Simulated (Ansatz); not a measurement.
Calculated with Ansatz (gas phase, PBE0-D4/def2-TZVP geometries, no zero-point term in ΔE). CCSD(T)/CBS is the MP2 limit (def2-TZVPP, def2-QZVPP) plus CCSD(T) − MP2 in def2-TZVPP, frozen cores. DFT in def2-TZVPP. Elements past krypton have def2 core potentials. For Sn outer-core shells are correlated without core-valence functions, which leaves a few kJ/mol of doubt a bond. Each species was taken in one conformer, which may not be the lowest.

Reaction (redistribution): `CC(=O)O[SiH2]Cl` + `C1=[CH][SnH2][CH2]1` → `CC(=O)O[SiH3]` + `Cl[C]1=C[CH2][SnH2]1`

| level | ΔE (kJ/mol) | difference from CCSD(T)/CBS |
| --- | --- | --- |
| r2SCAN-D4 | 146.2 | -4.0 |
| ωB97X-V | 147.1 | -3.1 |
| PBE | 136.0 | -14.2 |
| PBE0 | 144.5 | -5.7 |
| HF/def2-TZVPP | 159.2 | 9.0 |
| MP2/def2-TZVPP | 148.4 | -1.8 |
| SCS-MP2/def2-TZVPP | 146.4 | -3.8 |
| HF/def2-QZVPP | 159.4 | 9.2 |
| MP2/def2-QZVPP | 150.2 | 0.0 |
| CCSD/CBS(def2) | 153.4 | 3.2 |
| CCSD(T)/CBS | 150.2 | 0 |

Largest T1 diagnostic among the species: 0.014.

In def2-TZVPP, CCSD(T) changes the Hartree–Fock value by −11.8 kJ/mol (the triples alone add −3.2 kJ/mol) and MP2 by −10.7 kJ/mol. From PBE to PBE0 (25 % exact exchange), in def2-TZVPP and without D4, ΔE moves by +8.5 kJ/mol.
